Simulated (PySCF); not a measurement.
Al(Et)(OH)(NH2) (C2H8AlNO), SMILES C[CH2][Al]([NH2])[OH]. Atoms are numbered in the order given.

```xyz
13

Al    -0.0886     0.0374     0.5327
C      0.1827    -0.9669    -1.1208
C      0.3679    -0.1125    -2.3765
H     -0.6967    -1.6270    -1.2445
H      1.0358    -1.6569    -0.9899
H      1.2744     0.5116    -2.3156
H     -0.4781     0.5763    -2.5262
H      0.4595    -0.7242    -3.2898
O     -0.9541     1.5070     0.4221
H     -1.1723     2.1115     1.1311
N      0.5168    -0.5393     2.0996
H      0.3914    -0.0897     2.9991
H      1.0495    -1.3934     2.2204
```

Coordinates come from a PBE0-D3(BJ)/def2-SVP optimisation. The structure was generated by enumeration; whether it is a known compound was not checked. The values are those of a single conformer.

Computed with PBE0/pcSseg-1 (PySCF).

GIAO shieldings, no solvent; atoms listed in one row are averaged. δ = σ(ref) − σ: ¹³C against TMS (σ = 186.3 ppm); ¹H against TMS (σ = 31.56 ppm); ¹⁷O against H2O (σ = 334.2 ppm); ¹⁵N against NH3 (σ = 267.4 ppm), references at their B3LYP-D3(BJ)/def2-TZVP geometries, non-relativistic.

```tsv
nucleus	atoms	count	δ (ppm)
¹³C	C3	1	12.3
¹³C	C2	1	-2.1
¹H	H10	1	1.53
¹H	H6, H7, H8	3	1.45
¹H	H12, H13	2	0.58
¹H	H4	1	0.51
¹H	H5	1	0.22
¹⁷O	O9	1	22.8
¹⁵N	N11	1	22.5
```
